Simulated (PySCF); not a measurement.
## Which element holds N most strongly?

PBE0 in PySCF with def2-SVPD on every atom (core potentials on In, Sn), for the lowest determinant that a PBE0 search found; no spin–orbit coupling. D0 is De less the harmonic zero-point energy.

```csv
M,state (unpaired electrons),Re (Å),ωe (cm⁻¹),D0(MN) (eV)
Sn,doublet (π ↑),1.974,643,2.48
Al,triplet (π ↑↑),1.941,621,2.60
C,doublet (σ ↑),1.166,2219,7.70
In,triplet (π ↑↑),2.231,451,1.86
Zn,"quartet (σ ↑, π ↑↑)",2.012,398,0.63
```

Order the elements by D0 and give the energy of SnN + C → CN + Sn.

C > Al > Sn > In > Zn; ΔE = 2.48 − 7.70 = -5.22 eV at PBE0/def2-SVPD. Close neighbours can swap at other levels.

Spin–orbit coupling is left out, which matters for elements this heavy, above all for dissociation energies. States were picked by a PBE0 search and need not be the measured ground states.
